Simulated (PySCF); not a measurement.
Electronic absorption of C9H16

C9H16.
SMILES: `C1CC[C@@H]2CCC[C@H]2C1`

Method: TDDFT PBE0/def2-SVPD, vertical, gas phase, core orbitals frozen in the response in PySCF. Isolated species at its PBE0-D3(BJ)/def2-SVP geometry (one conformer only).

```
state  E (eV)  ν̃ (cm⁻¹)       f  symmetry   main configurations (H = HOMO, L = LUMO)
   S1    7.90      63710  0.0039         A                                  H→L (97%)
   S2    7.99      64460  0.0040         B                                H→L+1 (99%)
   S3    8.23      66410  0.0079         B                                H-1→L (92%)
   S4    8.24      66450  0.0058         A                                H→L+2 (96%)
   S5    8.33      67190   0.012         B  H-2→L (58%), H-1→L+2 (13%), H-2→L+2 (13%)
   S6    8.37      67500  0.0019         –                              H-1→L+1 (97%)
   S7    8.39      67690   0.063         B                                H→L+3 (90%)
   S8    8.46      68270  0.0002         –                                H-3→L (87%)
   S9    8.60      69380  0.0032         B                  H-1→L+2 (76%), H-2→L (8%)
  S10    8.61      69480  0.0010         –                              H-2→L+1 (91%)
```

Triplets, Tamm–Dancoff:

```json
{"state": "T1", "E (eV)": "7.74", "λ (nm)": "160.2", "main configurations (H = HOMO, L = LUMO)": "H→L (93%)"}
{"state": "T2", "E (eV)": "7.91", "λ (nm)": "156.8", "main configurations (H = HOMO, L = LUMO)": "H→L+1 (94%)"}
{"state": "T3", "E (eV)": "8.05", "λ (nm)": "154.1", "main configurations (H = HOMO, L = LUMO)": "H-1→L (57%), H-2→L+2 (18%), H-2→L (16%)"}
{"state": "T4", "E (eV)": "8.11", "λ (nm)": "152.9", "main configurations (H = HOMO, L = LUMO)": "H-2→L (37%), H-1→L (28%), H-1→L+2 (19%)"}
```

The lowest singlet lies at 7.90 eV (157 nm, vacuum ultraviolet) and is very weak; its leading configuration is HOMO→LUMO (97%). The most intense listed level is S7 at 8.39 eV (148 nm, f = 0.063), 0.49 eV above S1. S3/S4 lie within about 0.01 eV of each other. Löwdin shares by element: HOMO carbon 54% or more (atoms not listed hold the other 46%); LUMO carbon 24% or more (atoms not listed hold the other 76%). Weighted by f, the mean energy of these states is 8.34 eV. The oscillator strengths of these states sum to 0.102; summed over the whole spectrum of an exact calculation they would give the number of electrons, 70 (Thomas–Reiche–Kuhn). The listed states span 0.72 eV, and the widest gap between neighbours is 0.24 eV (S2 to S3). All these states lie below the vertical ionisation energy of 9.81 eV (ΔSCF). Symmetry labels in C2 follow from the direction of the transition dipole and are given only for states with f of 0.002 or more. Only the lowest 10 singlets were computed, as vertical energies without vibronic structure.
